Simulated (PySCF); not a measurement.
Several orderings of computed values.

All species are isolated and taken at one optimised geometry, non-relativistic unless stated. Electronic properties by PySCF.

Dipoles, sizes and rotational constants follow the conformer. The torsions of the flexible species, by atom-mapped SMILES:
- `[SiH3:1][O:2][C@@H:3]1[CH2:4][CH2:5][S:6]1`: Si1–O2–C3–C4 165°
- `[CH2:1]=[CH:2][C@@H:3]([CH3:4])[C@H:5]([F:6])[C:7](=[O:8])[Cl:9]`: C1–C2–C3–C4 118°, C2–C3–C5–F6 173°, C3–C5–C7–O8 -96°
- `[O:1]=[C:2]1[CH:3]=[CH:4][CH2:5][C@@H:6]1[C:7]([Cl:8])([Cl:9])[Cl:10]`: C5–C6–C7–Cl8 59°
- `[CH3:1][CH:2]([CH3:3])[c:4]1[cH:5][n:6][n:7][c:8]([F:9])[cH:10]1`: C1–C2–C4–C5 -63°
- `[F:1][CH2:2][C@@H:3]1[CH:4]=[CH:5][C@H:6]([CH2:7][Cl:8])[O:9]1`: F1–C2–C3–C4 47°, C5–C6–C7–Cl8 70°
- `[CH2:1]=[CH:2][c:3]1[cH:4][cH:5][c:6]([C:7]#[N:8])[c:9]([Cl:10])[cH:11]1`: C1–C2–C3–C4 0°
- `[CH2:1]=[CH:2][Si@@H:3]([O:4][CH:5]=[O:6])[S:7][CH3:8]`: C1–C2–Si3–O4 79°, C2–Si3–O4–C5 -66°, Si3–O4–C5–O6 -2°, C2–Si3–S7–C8 63°
- `[CH3:1][n:2]1[n:3][c:4]([C:5]([F:6])([F:7])[F:8])[cH:9][c:10]1[Cl:11]`: N3–C4–C5–F6 60°

The conformers of `COCOC(=O)OCOC` aren't listed.

Problem. Rank by smallest rotational constant, lowest first (GFN2-xTB).
A. `n1c(F)cc(C(C)C)cn1`
B. `C=C[C@@H](C)[C@H](F)C(=O)Cl`
C. `O=C1C=CC[C@@H]1C(Cl)(Cl)Cl`
D. `[SiH3]O[C@@H]1CCS1`

Solution. C (0.648 GHz), A (0.740 GHz), B (0.862 GHz), D (1.194 GHz).

Problem. Give the two extremes of that set in cm⁻¹.

Solution. `O=C1C=CC[C@@H]1C(Cl)(Cl)Cl`: 0.0216 cm⁻¹; `[SiH3]O[C@@H]1CCS1`: 0.0398 cm⁻¹.

Problem. Rank by HOMO–LUMO gap, highest first (PBE0/pcSseg-1 at GFN2-xTB geometries).
A. `C=C[Si@@H](OC=O)SC`
B. `C=CC1=CC(Cl)=C(C#N)C=C1`
C. `Cc1ccc2c(c1)C(=O)OC2=O`
D. `COCOC(=O)OCOC`
E. `C=C[C@@H](C)[C@H](F)C(=O)Cl`
F. `CC(C)c1cnnc(F)c1`
G. `C(Cl)[C@H]1C=C[C@H](O1)CF`
H. `O=C1C=CC[C@@H]1C(Cl)(Cl)Cl`

Solution. D (9.28 eV), G (7.24 eV), E (6.59 eV), A (6.02 eV), H (5.66 eV), C (5.55 eV), F (5.41 eV), B (5.03 eV).

Problem. By how much do the two ends of that ranking differ?

Solution. By 4.25 eV, between `COCOC(=O)OCOC` and `C=Cc1ccc(C#N)c(Cl)c1`.

Problem. Rank by dipole moment, lowest first (PBE0/pcSseg-1 at GFN2-xTB geometries).
A. `C=C[C@@H](C)[C@H](F)C(=O)Cl`
B. `Cc1ccc2c(c1)C(=O)OC2=O`
C. `FC[C@@H]1C=C[C@H](CCl)O1`
D. `C=C[Si@@H](OC=O)SC`
E. `CC(C)c1cnnc(F)c1`
F. `C=Cc1ccc(C#N)c(Cl)c1`

Solution. D (1.81 D), A (2.65 D), C (2.94 D), E (5.50 D), F (5.68 D), B (6.52 D).

Problem. Rank by HOMO energy, lowest first (PBE0/pcSseg-1 at GFN2-xTB geometries).
A. `FC[C@@H]1C=C[C@H](CCl)O1`
B. `C=C[C@@H](C)[C@H](F)C(=O)Cl`
C. `Cc1ccc2c(c1)C(=O)OC2=O`
D. `CC(C)C1=CC(F)=NN=C1`
E. `Cn1nc(C(F)(F)F)cc1Cl`

Solution. C (-8.21 eV), B (-7.97 eV), E (-7.62 eV), A (-7.34 eV), D (-6.96 eV).

Problem. By how much do the two ends of that ranking differ?

Solution. By 1.25 eV, between `CC(C)c1cnnc(F)c1` and `Cc1ccc2c(c1)C(=O)OC2=O`.
